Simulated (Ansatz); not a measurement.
Z-matrix (Å, degrees):
```
C
C 1 1.520
H 1 1.095 2 111.6
H 1 1.095 2 111.6 3 119.4
H 1 1.096 2 111.2 3 -120.3
Al 2 1.951 1 119.8 3 -59.7
C 2 1.532 1 117.2 3 92.3
C 2 1.532 1 117.2 3 148.4
H 6 1.591 2 117.9 1 179.5
H 6 1.595 2 122.2 1 -0.5
H 7 1.077 2 144.4 1 -73.8
H 8 1.077 2 144.4 1 73.8
```

Total charge 0; spin multiplicity 1.

List the B3LYP/def2-TZVPP orbital energies in eV (Ansatz). (Estimate.)

Computed: Occupied: -1523.86, -277.39, -277.35, -277.02, -276.37, -111.87, -72.63, -72.41, -72.39, -23.84, -19.34, -15.60, -15.25, -13.31, -11.83, -11.14, -10.63, -10.04, -8.56, -7.96, -7.74, -6.26. Lowest empty: -1.61, -0.10, 0.73, 1.37, 1.74, 1.96, 2.02, 2.78.

B3LYP here is the variant with VWN-RPA as its local correlation; programs differ in this.
